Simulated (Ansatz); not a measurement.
Basis-set extrapolation for BClH4SSi, SMILES `S[SiH2]BCl` (PBE0-D4/def2-TZVP geometry, frozen core, the Gaussian-basis code of Ansatz). Multiplicity 1, RHF reference.

|  | def2-TZVPP | def2-QZVPP |
| --- | --- | --- |
| HF | -1173.069460 | -1173.103307 |
| MP2 correlation | -0.587137 | -0.638326 |
| CCSD(T) correlation | -0.676687 | not run |

Energies in hartree. Use E(X) = E(∞) + A·exp(−7.88·√X) for Hartree–Fock and E(X) = E(∞) + B·X^(−2.97) for correlation, with X = 3 and 4, and add CCSD(T) minus MP2 of the smaller set to the MP2 limit.

Q: What is the CCSD(T) energy at the basis-set limit?

A: HF limit: -1173.103307 + (-0.033847) × 0.13774 = -1173.10797. MP2 limit: -0.638326 + (-0.051189) × 0.74074 = -0.67624. Higher-order term: -0.676687 − (-0.587137) = -0.08955. Total: -1173.87376 hartree, 335.0 kJ/mol below CCSD(T)/def2-TZVPP.
